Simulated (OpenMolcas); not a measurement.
Pd2+: effect of the metal basis

Pd2+ with its 6 nearest fluoride ions at 2.203 Å, on the Ca site of CsCaF3 (a = 4.526 Å, distance in the model lattice 2.263 Å). The rest of the host is ab initio model potentials to 7.6 Å and point charges beyond; the distance is set by hand and nothing relaxes.

- Program: OpenMolcas
- Method: CASSCF
- Spin-orbit coupling: state interaction with AMFI integrals over the reference wave functions

Fixed: ligand basis ANO-RCC-VDZP, active space 8 electrons in 5 orbitals (4d), DKH2 Hamiltonian.

States (labels of O, the rotations of Oh). Energies in cm-1 above the lowest state or level, χT in cm3 K/mol; 10Dq and B are least-squares fits to the states below 45000 cm-1, weighted by degeneracy, with a free offset, and given where the rms deviation is under 5 % of |10Dq| (or 100 cm-1) and under 700 cm-1.

| Run | Metal basis | Ground state | First state of that spin | 10Dq | B (rms of fit) | First gap with spin-orbit (degeneracies) | χT at 300 K | First state of another spin | Cost |
| --- | --- | --- | --- | --- | --- | --- | --- | --- | --- |
| A | ANO-RCC-VDZP | 3A2 | 3T2 10523 | 10629 | 882 (67) | 9485 (3, 2) | 1.536 | 1E 13642 | roughly 22 core-seconds |
| B | ANO-RCC-VTZP | 3A2 | 3T2 10191 | 10273 | 896 (57) | 9242 (3, 2) | 1.541 | 1E 13877 | roughly 27 core-seconds |

Against A, |10Dq| changes by -3.3 % in B.

Costs are those of the RASSCF and RASSI steps.

Without dynamic correlation the repulsion within the d shell is too large (B by tens of per cent), so at a given field states of lower spin stand too high. Real 4d8 and 5d8 ions are as a rule square planar and diamagnetic. With metal d orbitals alone the field can be off either way by tens of per cent. Ligand-to-metal charge-transfer states are missing. With no ligand orbital active B as a rule stays too high, so bands that hang on it stand too high and its fall with covalency is understated. No measured value stands beside these numbers; the geometry was set by hand and not optimised.
